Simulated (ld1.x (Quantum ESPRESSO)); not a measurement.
# Si: one change to a TM potential, before and after

| Item | Value |
| --- | --- |
| Element | Si |
| Generator | ld1.x (Quantum ESPRESSO) 7.5 |
| Type | norm-conserving Troullier–Martins (Kleinman–Bylander form) |
| Functional | PW91 |
| Relativity | non-relativistic |
| Frozen core | [Ne] |
| Valence charge | 4 |
| Reference configuration | 3s1 3p0 (charge +3) |
| Partial waves | 3s (bound): rc 1.70 bohr; 3p (bound, empty): rc 1.65 bohr |
| Local potential | all-electron potential smoothed inside 1.25 bohr (lloc = -1) |
| Core correction | none |

Change: core correction a·sin(br)/r model core inside 1.46 bohr.

Cutoffs: the cutoffs (Ry, on a coarse ladder) from which the occupation-weighted sum of valence levels, in a spherical-Bessel basis at the reference potential, stays within 10 and 1 mRy of its value at 400 Ry; they do not see the model core or the augmentation charge, which bear on the density cutoff. Errors are all-electron minus pseudo energies relative to the spin-unpolarised reference configuration.

Task: How do hardness, ghosts and transferability respond?

Result: The potential gets neither clearly harder nor softer (15 Ry and 40 Ry → 15 Ry and 40 Ry); of the 7 tests that both files solve, the error grows in 1 and shrinks in 3 by more than 15 % and 0.3 meV (median size 122.5 → 106.4 meV); neither file shows a bound ghost. A model core, the more so a compact one, raises the density cutoff, which this test does not measure.

| quantity | base | changed |
| --- | --- | --- |
| cutoff, loose | 15 Ry | 15 Ry |
| cutoff, tight | 40 Ry | 40 Ry |
| bound ghosts | none | none |
| error for 3s2 3p2, meV [ΔE -57.83 eV] | +178 | +150 |
| error for 3s2 3p1, meV [ΔE -50.04 eV] | +144 | +106 |
| error for 3s2 3p0, meV [ΔE -33.97 eV] | +80 | +46 |
| error for 3s2 3p2.3, meV [ΔE -58.77 eV] | +182 | +157 |
| error for 3s1 3p2, meV [ΔE -42.66 eV] | +93 | +84 |
| error for 3s0 3p4, meV [ΔE -44.15 eV] | +75 | +100 |
| error for 3s1 3p3, meV [ΔE -51.06 eV] | +123 | +123 |
| s: phases at 1.85 bohr within 0.05 rad from the reference energy up to (Ry; the scan ends near 5) | -1.1 | -1.1 |
| p: phases at 1.85 bohr within 0.05 rad from the reference energy up to (Ry; the scan ends near 5) | 1.3 | 1.3 |
